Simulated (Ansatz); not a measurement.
Cost and result for the atomization energy of `C[O][Sn][F]` (7 atoms, 6 bonds).

Total charge 0; spin multiplicity 1. Correlated methods include outer-core shells of Sn, which these sets cover unevenly. Sn: def2 effective core potential. All single points use the PBE0-D4/def2-TZVP geometry. It is one conformer, not always the lowest. Program: Ansatz. Hardware: A = 2 threads of an AMD EPYC 7R13 on a shared host; B = 2 threads of an AMD EPYC 7R13 on a shared host and a share of an NVIDIA H100 80 GB. Times are those of one run each, without the atoms' runs, and a repeat can differ threefold. Electronic energies, without spin–orbit coupling; frozen cores. CCSD(T)/CBS adds CCSD(T) − MP2 in def2-TZVPP to the MP2 limit, and its time is that of the two runs behind it. T1 = 0.017. With those shells the extrapolation isn't a true limit. B3LYP takes the VWN-RPA correlation (the form of Gaussian; ORCA's B3LYP/G).

CCSD(T)/CBS is a level of theory with its own doubt, some kJ/mol a heavy atom from the limit and from the frozen cores, so smaller differences don't rank the functionals.

| level | functions | wall time | atomization (kcal/mol) | difference from CCSD(T)/CBS | per bond |
| --- | --- | --- | --- | --- | --- |
| LDA (SPW92)/def2-TZVPP [A] | 185 | 1.4 s | 707.7 | 96.7 | 16.1 |
| PBE-D4/def2-TZVPP (with forces) [A] | 185 | 2.3 s | 623.6 | 12.6 | 2.1 |
| PBE0-D4/def2-TZVPP [A] | 185 | 2.5 s | 601.0 | -10.0 | -1.7 |
| CAM-B3LYP-D4/def2-TZVPP [A] | 185 | 3.3 s | 609.6 | -1.4 | -0.2 |
| B3LYP-D4/def2-TZVPP (with forces) [A] | 185 | 3.7 s | 606.1 | -4.9 | -0.8 |
| CCSD(T)/def2-TZVPP [B] | 185 | 3.8 s | 588.5 | -22.5 | -3.7 |
| r2SCANh-D4/def2-TZVPP [A] | 185 | 4 s | 599.4 | -11.6 | -1.9 |
| CCSD(T)/def2-SVP [A] | 83 | 4.8 s | 561.8 | -49.2 | -8.2 |
| B2PLYP/def2-TZVPP [A] | 185 | 5.5 s | 600.5 | -10.5 | -1.7 |
| PBE-QIDH/def2-TZVPP [A] | 185 | 5.5 s | 594.6 | -16.4 | -2.7 |
| B97M-V/def2-TZVPP [A] | 185 | 7.5 s | 609.8 | -1.2 | -0.2 |
| CCSD(T)/def2-QZVPP [B] | 343 | 14 s | 602.2 | -8.8 | -1.5 |
| CCSD(T)/CBS(def2) | – | 17 s | 611.0 | 0.0 | 0.0 |

The D4 term adds +5.0 kcal/mol with B3LYP and +2.6 kcal/mol with PBE0; it sums over pairs of atoms, weighted by their polarisabilities, and B3LYP, whose exchange is more repulsive, gets the larger term. At CCSD(T), def2-SVP lies −49.2 kcal/mol from the extrapolated value and def2-TZVPP −22.5 kcal/mol: correlation converges slowly with the basis, and small sets miss more of it in the bonded molecule than in its fragments. From PBE to PBE0 (25 % exact exchange), in def2-TZVPP and without D4, the atomization energy moves by −22.1 kcal/mol: exact exchange takes away binding that semilocal exchange gives to molecules.

Spin–orbit coupling would lower the free Sn atoms strongly, and the atomization energy with them, by more than many differences here. For some Ge, Se and Sn compounds the MP2-based and the directly extrapolated limit differ by 10 to 25 kJ/mol.
